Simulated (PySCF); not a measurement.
Electronic structure of Zr (zirconium, neutral) at the PBE0 level

Configuration: [Kr] 4d1 5s2 5p1, one real determinant (an excited configuration). Calculation: PySCF 2.14, in aug-cc-pwCVTZ-PP with ECP28MDF (8s8p7d4f3g, 122 functions); a scalar-relativistic core potential.

```json
{
  "Total energy": "-46.6238 hartree",
  "One-electron energy": "-76.3117 hartree",
  "Hartree (Coulomb) energy": "35.2624 hartree",
  "Exchange-correlation energy": "-5.5745 hartree",
  "⟨S²⟩": "2.0114",
  "⟨L²⟩": "8.049",
  "Sum of ⟨r⟩": "24.34 bohr",
  "Sum of ⟨r²⟩": "72.48 bohr²",
  "Traceless quadrupole moment −½Σ⟨3z² − r²⟩ along its main axis": "-8.73 e·bohr²",
  "Time after the integrals": "roughly 5 core-seconds"
}
```

```tsv
shell	electrons	mean orbital energy (eV)	spread (eV)	rms radius, mean of both spins (bohr)
4s α	1	-62.439	0	1.29
4s β	1	-61.718	0	1.29
4p α	3	-38.780	0.105	1.46
4p β	3	-37.917	0.758	1.46
4d α	1	-8.228	0	2.25
5s α	1	-6.877	0	3.74
5s β	1	-5.958	0	3.74
5p α	1	-3.355	0	4.83
```

⟨L²⟩ = 8.05 against 12 for a pure F term, so this real determinant mixes terms. Energies and moments cover only the electrons outside the core potential.
